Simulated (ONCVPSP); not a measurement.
# Configuration tests for magnesium (ONCV)

* Element: Mg
* Generator: ONCVPSP 4.0.1
* Type: optimised norm-conserving Vanderbilt (ONCV)
* Functional: PBEsol
* Relativity: scalar-relativistic
* Frozen core: [He]
* Valence charge: 10
* Reference configuration: 2s2 2p6 3s1.75 (charge +0.25)
* Partial waves: 2s+3s: rc 1.10 bohr, ncon 4, nbas 7, qcut 12.4 1/bohr, 2 projectors; 2p: rc 0.70 bohr, ncon 5, nbas 9, qcut 16.3 1/bohr, 2 projectors, debl 0.4 Ha
* Local potential: polynomial inside 0.70 bohr (lpopt 2, dvloc0 3 Ha)
* Core correction: none

In the p channel the program set the typed energies aside and used -1.786, 0.250 Ha.

Energies are relative to the spin-unpolarised reference configuration 2s2 2p6 3s1.75; without spin polarisation the order of configurations can differ from experiment.

```
valence configuration  charge  ΔE all-electron (eV)  error AE − PS (meV)
          2s2 2p6 3s2       0                -1.364                  0.0
          2s2 2p6 3s0      +2                21.373                 -0.4
      2s2 2p6 3s0 3p2       0                 5.762                 +0.4
```

**Question.** What are ΔE and the potential's error for 2s2 2p6 3s1?

**Answer.** ΔE = 6.557 eV all-electron; the error (AE − PS) is -0.1 meV.

Levels in the configuration 2s2 2p6 3s0:

```csv
level,all-electron (eV),pseudo (eV)
2s,-99.657,-99.666
2p,-66.576,-66.589
```
